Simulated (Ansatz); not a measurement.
Species: sum formula GeN₄H₉, net charge 1, singlet state. It need not be the lowest isomer of its formula. 
Structure (B3LYP-D3(BJ)/def2-TZVP (Ansatz, a quantum-chemistry and plane-wave program) minimum search):
```
Ge
N 1 1.8007
H 2 1.0105 1 116.96
H 2 1.0109 3 110.73 1 140.19
N 1 1.8007 2 117.78 3 -32.08
H 5 1.0105 1 116.96 2 118.72
H 5 1.0109 6 110.73 1 140.19
N 1 1.8007 2 117.78 3 118.72
H 8 1.0105 1 116.96 2 -32.08
H 8 1.0109 9 110.73 1 140.19
N 1 2.0489 2 98.65 3 -136.68
H 11 1.0196 1 110.59 2 20.44
H 11 1.0196 12 108.33 1 -121.35
H 11 1.0196 12 108.33 13 -117.30
```
Charge +1, spin multiplicity 1.

Basis-set convergence of Hartree-Fock and CCSD(T) correlation energies (hartree) with Ansatz. Correlated levels leave the core frozen unless marked. No spin-orbit coupling. The frozen core is the preceding noble-gas configuration, with the filled d and f shells of earlier blocks. No relativistic terms.

```json
[
 {"basis": "cc-pVDZ", "functions": "128", "E(HF)": "-2298.25562", "E(corr, CCSD(T))": "-0.85502"},
 {"basis": "cc-pVTZ", "functions": "289", "E(HF)": "-2298.41526", "E(corr, CCSD(T))": "-1.05338"},
 {"basis": "cc-pVQZ", "functions": "558", "E(HF)": "-2298.43593", "E(corr, CCSD(T))": "-1.11493"}
]
```

Extrapolating the two largest sets (X = 3 and 4) as X^-3: E(corr) = (64·(-1.11493) - 27·(-1.05338))/37 = -1.1598 Eh, an estimate of the basis-set limit. The largest set recovers 96.1 % of it, the smallest 73.7 %.
